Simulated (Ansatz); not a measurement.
Species: H3InO3, SMILES `[OH][In]([OH])[OH]` (charge 0, multiplicity 1), formula H₃InO₃.

Q: How many basis functions does frozen-core CCSD(T)/def2-TZVPP // B3LYP-D3(BJ)/def2-TZVP (Ansatz, an electronic-structure program) use, how many core orbitals are frozen, and how many electrons are correlated?

A: 185 basis functions and 7 frozen orbitals, which leaves 34 correlated electrons (filled d shells below the valence shell are correlated). Core time is of the order of minutes.
